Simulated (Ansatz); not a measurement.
A nudged elastic band was laid between two geometries of C2H6BBrSi (11 atoms, charge 0, multiplicity 1).

These are results of Ansatz 0.2.0, RKS BLYP-D4/def2-SVP, not measurements.

| Item | Value |
| --- | --- |
| movable images | 7 |
| climbing image | yes |
| spring | 5.0 eV/Å² |
| optimiser | quadratic models (default) |
| start path | through a guess of the saddle point |
| force threshold | 0.5 eV/Å |
| iteration limit | 60 |
| end points | relaxed |

Image 0:

```xyz
11
Properties=species:S:1:pos:R:3
C -1.221 -1.233 -0.077
Si -0.089 -0.078 0.907
Br 0.710 -1.309 2.631
B 0.717 1.587 0.398
C 0.914 1.133 -0.990
H -2.023 -1.594 0.598
H -0.667 -2.121 -0.443
H -1.684 -0.706 -0.933
H 1.349 2.355 1.080
H 0.260 0.464 -1.574
H 1.800 1.446 -1.577
```

Image 8:

```xyz
11
Properties=species:S:1:pos:R:3
C -1.192 -1.264 -0.066
Si 0.010 -0.164 0.897
Br 1.042 -1.526 2.384
B 0.706 1.575 0.475
C 0.775 1.249 -0.961
H -1.770 -0.676 -0.805
H -1.897 -1.722 0.657
H -0.660 -2.088 -0.582
H 1.380 2.302 1.160
H 0.082 0.612 -1.536
H 1.589 1.643 -1.601
```

**Question.** What changes between the two ends?

**Answer.** No bond is made or broken. The dihedral H8–C1–Si2–Br3 goes from 178 to -59°. The two ends are copies of one structure, up to a mirror image or an exchange of like atoms.

**Question.** What energy profile does the band end with?

**Answer.** The run converged. The highest image is number 4 of 0 to 8, 47.1 kJ/mol above the ends, which have the same energy within 2 meV. The threshold of 0.5 eV/Å is loose, so the images may lie well off the minimum-energy path. The order of the stationary point at the top wasn't checked. Another band between the same ends, with other settings, climbed to 0.02 eV only, so this may not be the lowest route.

```
image  path coordinate (Å)  energy (kJ/mol)  dihedral H8–C1–Si2–Br3 (°)
    0                 0.00              0.0                         178
    1                 0.78              5.2                        -157
    2                 1.56             13.3                        -134
    3                 2.34             24.8                        -113
    4                 3.12             47.1                        -118
    5                 3.84             32.6                         -95
    6                 4.57             13.0                         -77
    7                 5.29              3.6                         -64
    8                 6.02              0.0                         -59
```

**Question.** What is the geometry of the highest image?

**Answer.** 
```xyz
11
Properties=species:S:1:pos:R:3
C -1.330 -1.196 0.004
Si 0.261 -0.303 0.515
Br 1.646 -1.580 1.778
B 0.442 1.617 0.502
C 1.015 0.867 -0.782
H -2.178 -0.614 0.393
H -1.376 -2.191 0.497
H -1.416 -1.307 -1.087
H 0.447 2.728 0.951
H 0.464 0.882 -1.749
H 2.091 1.041 -1.002
```

Time of the run: 91 s on 2 threads of Arm Neoverse V2 (shared host), peak memory 0.17 GiB.
